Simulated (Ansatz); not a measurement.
Ansatz (a quantum-chemistry and plane-wave program) input:
A basis named .json is the Basis Set Exchange file of that set.

Ansatz 0.2 input:
```yaml
crystal:
  periodic: [false, false, false]
  atoms:
    - {symbol: In, position_ang: [-0.00000000, -0.00000000, -2.01938987]}
    - {symbol: O, position_ang: [0.00000000, 0.00000000, 0.00000000]}
    - {symbol: In, position_ang: [0.00000000, 0.00000000, 2.01938987]}
basis:
  gaussian:
    orbitals: def2-TZVPPD.json
    fitting: {mean_field: def2-universal-jkfit, correlation: def2-TZVPPD-RIFIT.json}
total_charge: 1
magnetization: {spin_polarized: true, initial_magnetization: 1}
correlation: {method: mp2, electrons: outside_noble_gas}
```

### Question
Predict the final energy.

### Answer
-453.45462 Eh (RI-MP2/def2-TZVPPD). The basis has 152 functions.
